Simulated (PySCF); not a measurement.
# Polarisability and C₆ of Br³⁺ (bromine, charge +3)

[Ar] 3d10 4s2 4p2, high-spin 3P determinant. Computed with PySCF 2.14 in aug-cc-pwCVDZ-PP with ECP10MDF, with a scalar-relativistic core potential. Coupled (time-dependent) response in atomic units; α is the mean over directions. A double-zeta set is small for polarisabilities.

| method | mean α (bohr³) | α xx, yy, zz | C₆ (like pair) | S(−4) |
| --- | --- | --- | --- | --- |
| UHF | 6.198 | 6.483, 6.055, 6.055 | 23.29 | 11.27 |
| PBE | 5.998 | 6.173, 5.911, 5.911 | 22.36 | 9.904 |
| PBE0 | 6.027 | 6.242, 5.919, 5.919 | 22.50 | 10.09 |
| M06-L | 5.832 | 6.123, 5.687, 5.687 | 21.86 | 9.024 |
| B3LYP | 5.961 | 6.129, 5.877, 5.877 | 22.16 | 9.818 |

S(−4) is the Cauchy moment in α(ω) = α(0) + S(−4) ω² + …

Spin-orbit coupling is absent.

α(iu) at B3LYP:

```json
{"u (hartree)": "0", "α(iu) (bohr³)": "5.961"}
{"u (hartree)": "0.0500", "α(iu) (bohr³)": "5.936"}
{"u (hartree)": "0.100", "α(iu) (bohr³)": "5.864"}
{"u (hartree)": "0.200", "α(iu) (bohr³)": "5.595"}
{"u (hartree)": "0.300", "α(iu) (bohr³)": "5.202"}
{"u (hartree)": "0.500", "α(iu) (bohr³)": "4.266"}
{"u (hartree)": "0.750", "α(iu) (bohr³)": "3.191"}
{"u (hartree)": "1.00", "α(iu) (bohr³)": "2.390"}
{"u (hartree)": "1.50", "α(iu) (bohr³)": "1.443"}
{"u (hartree)": "2.00", "α(iu) (bohr³)": "0.9703"}
{"u (hartree)": "3.00", "α(iu) (bohr³)": "0.5518"}
{"u (hartree)": "5.00", "α(iu) (bohr³)": "0.2840"}
```

A single London oscillator, α(iu) = α/(1 + u²/ω²), gives C₆ = (3/4) ω α². Matching the computed C₆ needs ω = 4 × 22.16 / (3 × 5.961²) = 0.832 hartree.

For an ion, C₆ is the dispersion term alone; charge-induced terms of lower order in 1/R come first.

The components differ because the open shell of this determinant is not spherical; for a pure term their mean is the scalar polarisability.

Energies and moments cover only the electrons outside the core potential.
